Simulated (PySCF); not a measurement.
# Static response to an electric field

4-hydroxypyridine, C5H5NO.
Numbering: `[OH:1][c:2]1[cH:3][cH:4][n:5][cH:6][cH:7]1` (hydrogens: H8 on O1; H9 on C3; H10 on C4; H11 on C6; H12 on C7)

Structure used (PBE0-D3(BJ)/def2-SVP), in Å, numbered top down from 1:
```
atom  x, y, z in Å
O1     2.063   -0.824   -0.190
C2     0.792   -0.415   -0.062
C3    -0.234   -1.338   -0.286
C4    -1.549   -0.905   -0.150
N5    -1.901    0.336    0.182
C6    -0.917    1.204    0.393
C7     0.437    0.892    0.287
H8     2.659   -0.088   -0.010
H9     0.008   -2.365   -0.561
H10   -2.367   -1.614   -0.323
H11   -1.212    2.224    0.665
H12    1.200    1.653    0.473
```

Level: CAM-B3LYP/def2-SVPD (PySCF), static field, nuclei fixed, core orbitals frozen in the response. The polarisability tensor in these axes (au):

```
x   82.49  0.25 -0.65
y    0.25 75.26  9.03
z   -0.65  9.03 43.22
```

Diagonalise the tensor; give its mean and Δα, where Δα² is half the sum of the squared differences of the eigenvalues.

Principal values 40.84, 77.63 and 82.50 au; mean 66.99 au = 9.93 Å³ = 11.05 × 10⁻⁴⁰ C²·m²/J; Δα = 39.46 au (59 % of the mean).

What is the dipole moment, and where does it point?

(2.66, 0.62, 0.11) D, 2.73 D in size, pointing from the negative to the positive side. Measured along this direction, the outermost atoms are H10 at the negative end and H8 at the positive end.

Find the Langevin capture rate constant for NO+ (29.998 u) meeting this molecule (95.037 u), k = 2.342 × 10⁻⁹ cm³/s × √(α in Å³ / reduced mass in u).

The reduced mass is 22.80 u, so k = 1.55 × 10⁻⁹ cm³/s. The formula leaves out the permanent dipole, which adds to the capture rate.

Form Σ f/ω² (atomic units) for the 10 lowest TDDFT singlets, given as eV and f, and set it beside the mean polarisability, which is this sum over all singlets: 5.36, 0.0000; 5.49, 0.0046; 5.56, 0.0007; 6.23, 0.0087; 6.57, 0.0002; 6.95, 0.4027; 7.12, 0.5107; 7.29, 0.0021; 7.57, 0.1081; 7.66, 0.0110.

They add up to 15.48 au, 23.1 % of the 66.99 au; the largest single term is 7.45 au, from the state at 7.12 eV. Terms in order: 0.00, 0.11, 0.02, 0.17, 0.00, 6.17, 7.45, 0.03, 1.40, 0.14 au. Higher excitations give the rest. The strengths listed sum to 1.049.

Orientational against electronic polarisability at 350 K (dilute gas, rigid molecules)?

In Gaussian units μ²/3kT = 51.59 Å³ against 9.93 Å³, a ratio of 5.20; the Debye molar polarisation (4π/3)N_A(α + μ²/3kT) is 155.2 cm³/mol, leaving out the vibrational part.

What depolarisation ratio follows for Rayleigh scattering of linearly polarised light, taking the static tensor?

ρ = 3Δα²/(45ᾱ² + 4Δα²) = 4670.3/(201946 + 6227.1) = 0.0224.

One conformer (not necessarily the lowest) at the PBE0-D3(BJ)/def2-SVP geometry, without solvent, vibrations or thermal averaging.

These values come from a run that also computed excited states and ΔSCF ions. Time: 1.7 min. Hardware: one thread of an Arm Neoverse V1, on a shared host.
